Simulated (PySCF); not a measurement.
**S²⁺ (sulfur, charge +2): UHF calculation**

Configuration: [Ne] 3s2 3p1 3d1, one real determinant (an excited configuration). Calculation: PySCF 2.14, in aug-cc-pVDZ-DK (5s4p2d, 27 functions); scalar relativity by spin-free X2C-1e.

```
Total energy                                                  : -396.743803 hartree
One-electron energy                                           : -533.6563 hartree
Hartree (Coulomb) energy                                      : 161.1819 hartree
Exchange energy                                               : -24.2694 hartree
⟨S²⟩                                                          : 2.0055
⟨L²⟩                                                          : 8.019
Sum of ⟨r⟩                                                    : 11.25 bohr
Sum of ⟨r²⟩                                                   : 18.78 bohr²
Traceless quadrupole moment −½Σ⟨3z² − r²⟩ along its main axis : 0.741 e·bohr²
Langevin diamagnetic susceptibility                           : -14.9 ×10⁻⁶ cm³/mol
```

```
shell  electrons  mean orbital energy (eV)  spread (eV)  rms radius, mean of both spins (bohr)
 1s α          1                   -2545.0            0                                  0.112
 1s β          1                   -2544.7            0                                  0.112
 2s α          1                   -277.75            0                                  0.515
 2s β          1                   -277.41            0                                  0.515
 2p α          3                   -213.28        0.661                                  0.490
 2p β          3                   -212.67        0.672                                  0.490
 3s α          1                   -49.337            0                                   1.68
 3s β          1                   -45.081            0                                   1.68
 3p α          1                   -36.961            0                                   1.86
 3d α          1                   -16.253            0                                   2.78
```

⟨L²⟩ = 8.02 against 12 for a pure F term, so this real determinant mixes terms. The outer electron is Rydberg-like, and this basis confines it to a smaller radius and binds it less than a complete one would.

Densities and radii are taken from the X2C orbitals without a picture-change correction, which distorts them close to the nucleus.

Spin-orbit constants ζ (cm⁻¹) from the X2C one-electron operator on these orbitals: bare nucleus, nucleus screened by l(l+1)(2l+1)/3 electrons, and screened by the Breit-Pauli mean field of the electrons.

| shell | bare | screened nucleus | mean field |
| --- | --- | --- | --- |
| 2p | 7466 | 6532 | 6107 |
| 3p | 649.5 | 568.3 | 524.7 |
| 3d | 12.70 | 4.762 | 2.419 |

To first order the Landé constant is A = 88.25 cm⁻¹, so the lowest level has J = 2 and lies 0.0438 eV below the centre of the term. This holds in LS coupling only.
